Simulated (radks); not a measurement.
Values are calculated unless marked as measured or tabulated.
Species: the osmium ion Os2+. Configuration: [Xe] 4f14 5d6. Code: a radial shooting solver on a logarithmic mesh with Libxc functionals. Model: scalar-relativistic Kohn-Sham, LDA (Slater exchange, Perdew-Wang correlation), spin-polarised, spherical densities, point nucleus; open shells are filled with parallel spins first (spin-orbit coupling, left out, can overturn this in heavy ions).

Radial electron density D(r) = 4 pi r^2 rho(r):

```
   r/bohr * D(r) (the largest magnitude, 140, reaches the edge; | marks zero)
0.0006608 | *
0.0007693 | *
0.0008955 |  *
 0.001034 |   *
 0.001204 |    *
 0.001402 |     *
 0.001632 |      *
 0.001885 |        *
 0.002194 |          *
 0.002554 |            *
 0.002973 |              *
 0.003434 |                 *
 0.003998 |                     *
 0.004654 |                        *
 0.005418 |                            *
 0.006257 |                               *
 0.007284 |                                   *
  0.00848 |                                     *
 0.009872 |                                       *
   0.0114 |                                        *
  0.01327 |                                        *
  0.01545 |                                       *
  0.01799 |                                     *
  0.02094 |                                    *
  0.02418 |                                   *
  0.02815 |                                     *
  0.03278 |                                         *
  0.03816 |                                              *
  0.04407 |                                                   *
   0.0513 |                                                      *
  0.05972 |                                                      *
  0.06952 |                                                  *
  0.08029 |                                             *
  0.09347 |                                          *
   0.1088 |                                           *
   0.1267 |                                               *
   0.1463 |                                                  *
   0.1703 |                                                *
   0.1983 |                                         *
   0.2308 |                               *
   0.2666 |                          *
   0.3103 |                           *
   0.3613 |                              *
   0.4206 |                               *
   0.4896 |                           *
   0.5655 |                    *
   0.6583 |             *
   0.7664 |         *
   0.8922 |       *
     1.03 |      *
      1.2 |    *
    1.396 |   *
    1.626 |  *
    1.877 | *
    2.186 |*
    2.544 |*
    2.962 *
    3.421 *
    3.983 *
    4.636 *
    5.397 *
    6.233 *
```

D(r) has 4 maxima, at r = 0.0120, 0.0547, 0.152, 0.401 bohr, and minima at 0.0231, 0.0981, 0.284 bohr, inside which lie 1.90, 11.02, 30.02 electrons.
